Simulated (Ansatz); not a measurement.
Cost and result up the ladder for TcO3Br (TcBrO3) (5 atoms). Charge 0, multiplicity 1. Geometry: r2SCAN-D4/def2-SVP.

```xyz
5

Tc    0.043   -0.105   -0.089
O     0.449    0.557   -1.573
O     1.377   -0.876    0.569
O    -1.205   -1.205   -0.284
Br   -0.663    1.629    1.377
```

Ansatz on 2 threads of Arm Neoverse V1 on a shared host. Times are rough, and most runs start from the orbitals of an earlier one. No level here is sound enough to serve as a yardstick. Binding counts from free atoms at the same level (Tc sextet, O triplet, Br doublet; other spins of the atoms weren't run), without zero-point energy or a counterpoise term.

In the def2 sets Tc takes a core potential; there is no spin–orbit coupling. LC-ωPBE has ω = 0.4 bohr⁻¹. HSE06 is defined as in plane-wave codes, on full-range PBE exchange. Correlated methods freeze 12 core orbitals; core or outer-core shells of Tc, Br are correlated, in sets that lack core-valence functions.

Run but left out: CCSD(T)/def2-TZVP (restricted singlet, unstable towards broken spin symmetry).

Correlated methods converge slowly with the basis.

| level | functions | binding energy per atom (eV) | remarks |
| --- | --- | --- | --- |
| RPA@PBE/def2-TZVP | 181 | 3.80 | – |
| PBE0-D4/def2-TZVP | 181 | 3.98 | restricted SCF unstable in HF |
| PBE0-D4/def2-SVP | 105 | 3.99 | restricted SCF unstable in HF |
| ωB97X-V/def2-TZVP | 181 | 3.97 | restricted SCF unstable in HF |
| r2SCANh-D4/def2-TZVP | 181 | 4.05 | restricted SCF unstable in HF |
| ωB97M-V/def2-TZVP | 181 | 3.81 | restricted SCF unstable in HF |
| r2SCAN-D4/def2-TZVP | 181 | 4.31 | restricted SCF unstable in HF |
| PBE-D4/def2-SVP | 105 | 4.75 | restricted SCF unstable in HF |
| BLYP-D4/def2-TZVP | 181 | 4.54 | restricted SCF unstable in HF |
| B97M-V/def2-TZVP | 181 | 4.11 | restricted SCF unstable in HF |
| HSE06-D4/def2-TZVP | 181 | 4.00 | restricted SCF unstable in HF |
| LC-ωPBE/def2-TZVP | 181 | 3.87 | restricted SCF unstable in HF |
| PBE-D4/def2-TZVP (with forces) | 181 | 4.69 | – |

Estimate how long each takes.

PBE-D4/def2-SVP 2 s; PBE0-D4/def2-SVP 3 s; BLYP-D4/def2-TZVP 3.9 s; PBE-D4/def2-TZVP (with forces) 4.3 s; LC-ωPBE/def2-TZVP 4.9 s; PBE0-D4/def2-TZVP 6 s; HSE06-D4/def2-TZVP 6 s; r2SCAN-D4/def2-TZVP 8 s; RPA@PBE/def2-TZVP 8.5 s; r2SCANh-D4/def2-TZVP 10 s; B97M-V/def2-TZVP 16 s; ωB97X-V/def2-TZVP 16 s; ωB97M-V/def2-TZVP 19 s. On shared hardware such times vary by a factor of up to 3.
